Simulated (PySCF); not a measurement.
# Zr: ionisation energy

Zr [Kr] 4d2 5s2 (3F) → Zr⁺ [Kr] 4d2 5s1 (4F), as a difference of total energies. Calculation: PySCF 2.14, in dyall-av2z; no relativity, point nucleus. Correlated levels: valence: [Kr] frozen; virtual orbitals above 40 to 60 times the deepest correlated orbital energy dropped. The calculations carry no spin-orbit coupling.

```
           method  ionisation energy (eV)  difference from reference (eV)
              UHF                   5.069                          -1.570
              LDA                   6.540                          -0.099
              PBE                   6.252                          -0.387
             PBE0                   6.121                          -0.518
           r2SCAN                   5.953                          -0.686
           revPBE                   6.165                          -0.474
            B3LYP                   6.430                          -0.209
          r2SCAN0                   5.976                          -0.663
    MP2 (valence)                   5.903                          -0.736
SCS-MP2 (valence)                   6.076                          -0.563
```

Reference: 6.639 eV (measured; NIST levels, between the centres of gravity of the two terms).

These non-relativistic numbers lack the scalar-relativistic shift.

MP2 underrates the near-degeneracy of ns² with np² in the lower species.
